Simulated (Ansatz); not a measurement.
Gas-phase electronic energies from Ansatz, PBE0-D4/def2-TZVP geometries. CCSD(T)/CBS adds triple-zeta CCSD(T) − MP2 to the extrapolated MP2 energy (def2 sets, frozen cores). Functionals use def2-TZVPP. B3LYP here is the variant with VWN-RPA as its local correlation; programs differ in this. Each species was taken in one conformer, which may not be the lowest.

Consider the isomerisation: `O/C(S)=[CH]/[AlH2]` → `C=[C](S)[AlH][OH]`.

`O/C(S)=[CH]/[AlH2]`:

```xyz
10

O    -0.639   -0.191   -2.046
C    -0.040    0.024   -0.857
S     1.538    0.766   -1.070
C    -0.563   -0.282    0.346
Al    0.226   -0.003    2.067
H    -1.499   -0.596   -1.877
H     1.458    0.813   -2.408
H    -1.553   -0.741    0.297
H     1.661    0.662    2.196
H    -0.589   -0.451    3.353
```

`C=[C](S)[AlH][OH]`:

Cartesian coordinates in Å:
```
C -1.110 1.102 0.721
C -0.341 0.680 -0.289
S -0.274 1.590 -1.794
Al 0.712 -0.936 -0.120
O 0.598 -1.759 1.354
H -1.150 0.538 1.647
H -1.720 2.002 0.674
H 0.590 0.794 -2.446
H 1.629 -1.447 -1.308
H 1.066 -2.565 1.561
```

CCSD(T)/CBS gives -46.8 kcal/mol.

(1) Another level gave -41.0 kcal/mol. Which?
A. PBE/def2-TZVPP
B. B3LYP-D4/def2-TZVPP
C. CCSD/def2-TZVPP
D. r2SCAN-D4/def2-TZVPP

Largest T1 diagnostic among the species: 0.013.

Answers

(1) A. PBE -41.0, B3LYP-D4 -44.4, r2SCAN-D4 -43.2, CCSD/def2-TZVPP -46.4 kcal/mol.

From PBE to PBE0 (25 % exact exchange), in def2-TZVPP and without D4, ΔE moves by −1.0 kcal/mol.
